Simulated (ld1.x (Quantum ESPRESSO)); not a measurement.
# What the settings do to the TM potential of Bi (Z = 83)

Base potential:

* Element: Bi (Z = 83)
* Generator: ld1.x (Quantum ESPRESSO) 7.5
* Type: norm-conserving Troullier–Martins (Kleinman–Bylander form)
* Functional: PBE
* Relativity: scalar-relativistic
* Frozen core: [Xe] 4f14
* Valence charge: 15
* Reference configuration: 5d10 6s1.75 6p3.25
* Partial waves: 6s (bound): rc 2.00 bohr; 5d (bound): rc 1.30 bohr; 5f channel at 0.05 Ry: rc 2.15 bohr; 6p (bound): rc 1.90 bohr
* Local potential: the p channel
* Core correction: a·sin(br)/r model core inside 1.00 bohr

All-electron outer shells of the reference configuration (PBE, scalar-relativistic, ld1.x):

| shell | level (eV) | outermost node (bohr) | outermost maximum (bohr) |
| --- | --- | --- | --- |
| 4f | -153.04 | – | 0.34 |
| 5p | -96.30 | 0.48 | 0.86 |
| 5d | -27.50 | 0.51 | 1.03 |
| 6s | -14.74 | 0.98 | 1.86 |
| 6p | -4.74 | 1.14 | 2.44 |

Cutoffs, loose and tight: the cutoffs (Ry, on a coarse ladder) from which the occupation-weighted sum of valence levels, in a spherical-Bessel basis at the reference potential, stays within 10 and 1 mRy of its value at 400 Ry. They do not see the model core or the augmentation charge, which bear on the density cutoff. Test errors are all-electron minus pseudo excitation energies from the reference, over the configurations 5d10 6s2 6p3; 5d10 6s2 6p2; 5d10 6s2 6p1; 5d10 6s2 6p2.5; 5d10 6s0 6p5; 5d10 6s2 6p3.3; 5d10 6s1 6p3. A dash means not determined; rows that change the core or the reference have their own tests.

A true bound ghost makes a file unfit for plane-wave use even where its test errors are small: the radial tests pick states by their node count and pass the ghost by.

```csv
change,outcome,"cutoff, loose","cutoff, tight",bound ghosts,largest test error (meV)
base,generated,90 Ry,110 Ry,s,-9.6
wave 5f channel at 0.05 Ry: rc 2.15 bohr becomes 5f channel at -0.1 Ry: rc 2.15 bohr,generated,90 Ry,110 Ry,s,-9.6
wave 6p (bound): rc 1.90 bohr becomes 6p (bound): rc 2.08 bohr,generated,90 Ry,110 Ry,none,-18
"core [Xe] 4f14 5d10, valence charge 5; reference 6s2 6p1.5; waves now 6s (bound): rc 1.90 bohr; 6p (bound): rc 2.05 bohr; 6d channel at 0.45 Ry: rc 2.05 bohr; local potential all-electron potential smoothed inside 1.55 bohr (lloc = -1); core correction none",generated,25 Ry,45 Ry,"s, p",+201
functional LDA (PZ),generated,90 Ry,110 Ry,s,-8.7
local potential all-electron potential smoothed inside 1.45 bohr (lloc = -1),generated,80 Ry,110 Ry,"f, s, p",-21
```

(1) What comes out with this change to the base: core correction none?

(2) What comes out with this change to the base: fully relativistic?

## Answers

(1) outcome: generated; cutoff, loose: 90 Ry; cutoff, tight: 110 Ry; bound ghosts: s; largest test error (meV): -4.3.

(2) outcome: generated, misses its reference levels by 1.54 eV; cutoff, loose: 90 Ry; cutoff, tight: 110 Ry; bound ghosts: s; largest test error (meV): +712.
